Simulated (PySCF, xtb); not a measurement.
Be(NMe2)(SH) (C₂H₇BeNS), SMILES C[N](C)[Be][SH].

xtb with GFN2-xTB at its own geometry gives an orbital gap of 4.92 eV and a dipole moment of 3.34 D.

Geometry optimised at r2SCAN-D4/def2-SVP. The structure was generated by enumeration; whether it is a known compound was not checked. One conformer was computed; it need not be the lowest.

Q: What does PBE/def2-TZVP (PySCF) give? (The exact figures need the calculation; the answer reports its results.)

A: gap 4.33 eV (levels -5.21 and -0.88 eV), dipole 1.83 D.
